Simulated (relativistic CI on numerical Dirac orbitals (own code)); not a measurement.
**One change at a time: Re13+**

Base calculation: Dirac-Coulomb-Breit CI, separate exchange-only KLI orbitals for each configuration, model QED (radiative potential, 1s self-energy scaled to tabulated hydrogen-like ionisation energies), unscaled Slater integrals.

Configurations in the expansion (outside the closed core [Kr] 4d10): 4f14.5s2, 4f13.5s2.5p, 4f14.5s.5p, 4f14.5s.5d, 4f13.5s2.5d, 4f14.5s.5f, 4f14.5p.5d, 4f13.5s2.6s, 4f14.5s.5g, 4f13.5s2.6p, 4f13.5s2.5f, 4f14.5p.6s, 4f14.5s.6s, 4f14.5s.6p, 4f13.5s2.6d, 4f14.5p2, 4f13.5p3, 4f13.5p2.5d, 4f13.5p2.6s, 4f14.5d2, 4f13.5p.5d2, 4f13.5d3, 4f13.5d2.6s, 4f14.5f2, 4f13.5p.5f2, 4f13.5d.5f2, 4f13.5f2.6s, 4f14.5p.5f, 4f13.5p2.5f, 4f13.5p.5d.5f, 4f13.5p.5f.6s. Double excitations out of closed p, d and f shells are left out; levels of such configurations are missing from the list, as are those of other unlisted configurations, and high levels can miss mixing partners. Some configurations lack a partner that the ground configuration has and come out too high, among them 4f13.5s2.6p, 4f13.5s2.6d, 4f13.5s2.5f.

Variants: (1) configuration mixing switched off; (2) non-relativistic limit. Shifts of the energy above 4f14.5s2 1S_0, in cm⁻¹, for the lowest level and the first level of each name with at least 55 % of one term (blank where a level changes its place among those of its configuration and J or its character, or is not in the variant):

```csv
Level,Base,Δ(1),Δ(2)
4f14.5s2 1S_0,0,0,0
4f13.5s2.5p 3D_3,72696,-4437,+209342
4f13.5s2.5p 3G_3,92978,-4446,+195782
4f13.5s2.5p 3G_5,193664,-3136,+95096
4f13.5s2.5p 3D_1,206443,-3162,+75595
4f13.5s2.5p 3F_4,209970,-3099,
4f14.5s.5p 3P°_0,237806,-6858,-29111
4f14.5s.5p 3P°_1,256421,-5485,-47726
4f14.5s.5p 3P°_2,360686,-6478,-151990
4f14.5s.5p 1P°_1,420701,+2675,-136334
4f14.5p2 3P_0,560615,-7859,-86401
4f13.5s2.5d 3P°_2,638792,-1300,+77232
4f13.5s2.5d 3H°_5,647220,-1029,+79337
4f13.5s2.5d 3P°_1,659698,-1294,+56326
```

At this charge transitions that keep the count of f electrons are usually good to a few per cent. Levels and lines within the n = 5 or 6 shells can be off by up to 10 % or somewhat more, and those that change n by about 2 %, since core polarisation is missing. Levels that differ in their count of f electrons can be misplaced by several ten thousand cm⁻¹, since the correlation energy of f electrons is missing or only estimated; rates across such gaps can be off by orders of magnitude.

Ionisation energy from one configuration of each of the two ions, the ground ones as tabulated or assumed: base 292.114 eV. The NIST ASD value (theoretical) is 291 ± 15 eV.

LS names give the leading component of a level, which can be under half, so a name can repeat, a term be missing and a line seem to break the LS rules.
